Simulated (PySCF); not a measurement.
## Stretching GaBr

Set-up: basis Ga def2-TZVPPD, Br def2-TZVPPD; no relativity; PySCF 2.14. Energies in eV from Ga + Br in their ground configurations at the same level. State: ¹Σ⁺ (singlet), closed shell.

All columns are r²SCANh. A positive dipole means Ga(−)Br(+).

```csv
R (Å),E (eV),μ (D),Mulliken charge on Ga (basis-dependent),HOMO (eV),LUMO (eV),Mayer bond order,⟨S²⟩
2.047,-3.671,-0.11,0.07,-6.39,-1.64,1.21,0.00
2.142,-4.116,-0.76,0.17,-6.60,-1.78,1.11,0.00
2.237,-4.350,-1.43,0.25,-6.79,-1.91,1.03,0.00
2.309,-4.426,-1.93,0.30,-6.91,-2.02,0.97,0.00
2.380,-4.439,-2.44,0.35,-7.01,-2.12,0.93,0.00
2.451,-4.406,-2.94,0.40,-7.08,-2.23,0.89,0.00
2.547,-4.309,-3.60,0.45,-7.14,-2.36,0.84,0.00
2.666,-4.131,-4.41,0.49,-7.10,-2.53,0.80,0.00
2.808,-3.870,-5.35,0.54,-6.81,-2.73,0.77,0.00
2.999,-3.490,-6.55,0.57,-6.47,-2.98,0.74,0.00
```

A fit through these points gives, at Re = 2.362 Å, μ = -2.31 D and dμ/dR = -7.06 D/Å; the reduced mass is 36.79 u.

Question: How strong is the fundamental in the double-harmonic approximation, I = 42.26·(dμ/dR)²/μred km/mol?

Answer: I = 42.26·(-7.06)²/36.79 = 57.3 km/mol at r²SCANh.
